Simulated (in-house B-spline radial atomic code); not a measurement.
Configurations of V VII (V6+), with energies counted from [Ne] 3s2 3p5. All numbers are computed (scalar-relativistic (X2C) BHandHLYP, spin-polarised, spherical fractional occupations, exact exchange averaged over the configuration; Fermi nucleus of rms radius 3.6002 fm) with a radial B-spline atomic code at the basis-set limit, not measured. Shells without spins written out take the highest spin.

Occupations are held fixed; configurations that lie above the ionisation limit could autoionise.

```
       configuration  E - E(ref) (eV)  highest orbital  its <r> (bohr)
    [Ne] 3s2 3p4 4s1           75.292            4s up           1.958
    [Ne] 3s2 3p4 4p1           84.174            4p up           2.086
    [Ne] 3s2 3p4 4d1           97.409            4d up           2.317
[He] 2s2 2p5 3s2 3p6           490.22          3p down          0.8896
```

Problem. Order these further configurations by energy, lowest first.
A. [Ne] 3s1 3p5 4f1
B. [Ne] 3s2 3p4 4f1
C. [Ne] 3s1 3p5 4p1
D. [Ne] 3s1 3p6

Solution. D (30.923 eV), B (106.38 eV), C (113.68 eV), A (135.91 eV).
